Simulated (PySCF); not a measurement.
cadmium atom (Cd), singlet (core potentials on Cd); BLYP/def2-SV(P) run with PySCF.

Input for PySCF:
```python
from pyscf import gto, scf, dft

mol = gto.M(
    atom='''
Cd    0.000000    0.000000    0.000000
''',
    basis='def2-sv(p)',
    ecp={'Cd': 'def2-sv(p)'},
    charge=0,
    spin=0,
    verbose=4,
)

mf = dft.RKS(mol)
mf.xc = 'blyp'
mf.conv_tol = 1e-7
mf.kernel()
```

Question: What does PySCF print? Leave out banner, timings and long lists.

Answer: 
```
PySCF version 2.14.0

[INPUT] verbose = 4
[INPUT] num. atoms = 1
[INPUT] num. electrons = 20
[INPUT] charge = 0
[INPUT] spin (= nelec alpha-beta = 2S) = 0
[INPUT] symmetry False subgroup None
[INPUT] Mole.unit = angstrom
[INPUT] Symbol           X                Y                Z      unit          X                Y                Z       unit  Magmom
[INPUT]  1 Cd     0.000000000000   0.000000000000   0.000000000000 AA    0.000000000000   0.000000000000   0.000000000000 Bohr   0.0

nuclear repulsion = 0
number of shells = 10
number of NR pGTOs = 50
number of NR cGTOs = 24
basis = def2-sv(p)
ecp = {'Cd': 'def2-sv(p)'}

******** <class 'pyscf.dft.rks.RKS'> ********
method = RKS
initial guess = minao
damping factor = 0
level_shift factor = 0
DIIS = <class 'pyscf.scf.diis.CDIIS'>
diis_start_cycle = 1
diis_space = 8
diis_damp = 0
SCF conv_tol = 1e-07
SCF conv_tol_grad = None
SCF max_cycles = 50
direct_scf = True
direct_scf_tol = 1e-13
XC library pyscf.dft.libxc version 7.1.2
    S. Lehtola, C. Steigemann, M. J. T. Oliveira, and M. A. L. Marques,  SoftwareX 7, 1–5 (2018)
XC functionals = blyp
    A. D. Becke,  Phys. Rev. A 38, 3098 (1988)
    C. Lee, W. Yang, and R. G. Parr,  Phys. Rev. B 37, 785 (1988)
    B. Miehlich, A. Savin, H. Stoll, and H. Preuss,  Chem. Phys. Lett. 157, 200 (1989)
radial grids:
    Treutler-Ahlrichs [JCP 102, 346 (1995); DOI:10.1063/1.469408] (M4) radial grids

becke partition: Becke, JCP 88, 2547 (1988); DOI:10.1063/1.454033
pruning grids: <function nwchem_prune>
grids dens level: 3
symmetrized grids: False
atomic radii adjust function: <function treutler_atomic_radii_adjust>
small_rho_cutoff = 0
Set gradient conv threshold to 0.000316228
Initial guess from minao.
tot grids = 22392
init E= -153.820388292881
  HOMO = -0.867483028667771  LUMO = -0.557256300827631  gap/eV = 8.44170
cycle= 1 E= -166.981648863334  delta_E= -13.2  |g|= 1.67  |ddm|= 4.27

WARN: HOMO 0.0531391639750425 == LUMO 0.0531391639750431

cycle= 2 E= -155.015597606897  delta_E=   12  |g|= 5.62  |ddm|= 7.41
  HOMO = -0.316702582576965  LUMO = -0.0983614239524491  gap/eV = 5.94137
cycle= 3 E= -167.674136719963  delta_E= -12.7  |g|= 0.342  |ddm|= 5.65
  HOMO = -0.19093370450226  LUMO = -0.0274846366559832  gap/eV = 4.44768
cycle= 4 E= -167.709864800779  delta_E= -0.0357  |g|= 0.0364  |ddm|= 1.38
  HOMO = -0.20727365469873  LUMO = -0.037990646976181  gap/eV = 4.60643
cycle= 5 E= -167.710360161601  delta_E= -0.000495  |g|= 0.00109  |ddm|= 0.155
  HOMO = -0.206912885095986  LUMO = -0.0377586512834114  gap/eV = 4.60292
cycle= 6 E= -167.710360487779  delta_E= -3.26e-07  |g|= 7.03e-05  |ddm|= 0.00322
  HOMO = -0.206914681426507  LUMO = -0.0377600201614293  gap/eV = 4.60293
cycle= 7 E= -167.710360488762  delta_E= -9.82e-10  |g|= 4.71e-06  |ddm|= 6.68e-05
  HOMO = -0.20691541423234  LUMO = -0.037760163400917  gap/eV = 4.60295
Extra cycle  E= -167.710360488759  delta_E= 2.47e-12  |g|= 5.79e-06  |ddm|= 1.48e-05
converged SCF energy = -167.710360488759
```
